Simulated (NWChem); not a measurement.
**Total energies of BeF2**

```
Be
F 1 1.3865
F 1 1.3865 2 180.00
```
Charge 0, spin multiplicity 1.

All runs are NWChem calculations. The geometry was optimised at B3LYP/def2-SVP, a minimum by its harmonic frequencies.

Basis set: STO-3G (15 functions).

| method | total energy (Ha) |
|---|---|
| RHF | -210.63909 |
| MP2 | -210.72203 |
| B2PLYP | -211.24659 |
| PBE | -211.26916 |
| B3LYP | -211.47946 |
| r2SCAN | -211.42695 |
| CCSD(T) | -210.74082 |

Total energies of different functionals aren't comparable as a measure of quality: only differences taken within one method are. 

The correlated methods keep 3 core orbitals frozen. B3LYP has NWChem's definition, with VWN1-RPA local correlation. The structure started from a generated list of species. Coupled-cluster values serve here as a point of comparison, not as the truth.
